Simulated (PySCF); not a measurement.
The potential of point charges around `Cc1ccccc1`

Species: `Cc1ccccc1`. Coordinates (GFN2-xTB, Å) and charges (e) from the PBE0/pcSseg-1 density (PySCF):

```
atom       x       y       z  Mulliken      IAO  Hirshfeld  ESP-fitted
  C1   2.196  -0.259  -0.093   -0.1271  -0.4257    -0.1162     -0.6130
  C2   0.709  -0.075  -0.040   -0.3440  +0.0179    +0.0096     +0.4090
  C3  -0.132  -1.182  -0.016   -0.0344  -0.1633    -0.0553     -0.3408
  C4  -1.505  -1.026   0.047   -0.0799  -0.1490    -0.0507     -0.0921
  C5  -2.059   0.242   0.087   -0.0807  -0.1605    -0.0557     -0.2076
  C6  -1.231   1.351   0.064   -0.0787  -0.1493    -0.0511     -0.0926
  C7   0.143   1.192   0.001   -0.0231  -0.1632    -0.0562     -0.3235
  H8   2.564  -0.615   0.869   +0.1351  +0.1542    +0.0460     +0.1666
  H9   2.465  -0.998  -0.845   +0.1268  +0.1507    +0.0461     +0.1640
 H10   2.697   0.677  -0.326   +0.1120  +0.1456    +0.0456     +0.1627
 H11   0.296  -2.174  -0.048   +0.0631  +0.1449    +0.0468     +0.1762
 H12  -2.145  -1.897   0.065   +0.0885  +0.1511    +0.0487     +0.1388
 H13  -3.131   0.365   0.135   +0.0862  +0.1507    +0.0478     +0.1489
 H14  -1.655   2.344   0.095   +0.0876  +0.1511    +0.0487     +0.1376
 H15   0.783   2.063  -0.018   +0.0687  +0.1448    +0.0459     +0.1658
```

Points outside the species (Å): A (1.7, -5.0, 4.1); B (-2.0, -5.1, -4.3); C (-1.7, 0.8, -7.4); D (0.3, -1.9, 3.8); E (-5.3, -3.5, 4.0).

Problem. Find the potential V = 14.3996 V·Å × Σ q/r of each set of charges at these points.

Solution. In volts:

```tsv
point	nearest atom	distance (Å)	Mulliken	IAO	Hirshfeld	ESP-fitted
A	H11	5.21	-0.002	-0.004	+0.002	+0.004
B	H12	5.42	-0.045	-0.021	-0.009	-0.016
C	C6	7.50	-0.065	-0.064	-0.023	-0.054
D	H11	3.86	-0.195	-0.202	-0.064	-0.157
E	H12	5.29	-0.039	-0.009	-0.011	-0.012
```

Problem. How far are the other sets from the ESP-fitted one at these points?

Solution. Root-mean-square difference: IAO 0.021 V, Mulliken 0.025 V, Hirshfeld 0.044 V. The ESP scheme is a least-squares fit of atom-centred charges to the potential on four shells outside the van der Waals surface, with the total charge fixed.

Problem. What energy would a point charge of +3 e have at D in the field of the ESP charges, leaving out polarisation?

Solution. -0.471 eV = -45.4 kJ/mol, an attraction.

Isolated species at its GFN2-xTB geometry, gas phase.
